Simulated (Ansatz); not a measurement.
Born–Oppenheimer molecular dynamics of AlAsFH5 (8 atoms, charge 0, multiplicity 1). It starts at the highest image of a converged band, a first-order saddle point between two minima.

The calculation used Ansatz, UKS PBE0-D4/def2-SVP.

```
ensemble                      : NVE (velocity Verlet)
time step                     : 0.5 fs
steps asked                   : 200
starting velocities drawn for : 100 K
seed                          : 4958
```

First frame:

```xyz
8
Properties=species:S:1:pos:R:3
Al 0.151 0.021 -0.973
F -1.551 -0.790 -0.759
H 1.183 -1.076 -1.458
H -0.051 1.457 -1.604
H -1.245 -0.577 0.286
As -0.099 0.054 1.674
H 0.334 1.475 1.351
H 1.278 -0.563 1.483
```

Problem. How far do the bonds stretch over the last three quarters of this one trajectory? (Pairs bonded in most of those frames.)

Solution. 
```csv
bond,mean (Å),spread (Å),shortest,longest
Al1–F2,1.678,0.043,1.61,1.74
Al1–H3,1.584,0.011,1.56,1.60
Al1–H4,1.585,0.010,1.57,1.61
H5–As6,1.536,0.070,1.43,1.63
As6–H7,1.539,0.013,1.51,1.56
As6–H8,1.528,0.010,1.51,1.55
```

Mean temperature of the second half: 1107 K. The conserved energy stayed within 0.095 meV per atom of its start (net change 0.032 meV per atom), so the integration is sound. The system heated up, since it started high on the potential surface and ran downhill. A run of 0.1 ps of so small a system gives no equilibrium averages. The orbitals stay closed-shell, which can raise the energy where a bond breaks towards radicals; this wasn't checked here.

The run took 10 min on 2 threads of Arm Neoverse V1, on a shared host, peak memory 0.26 GiB.
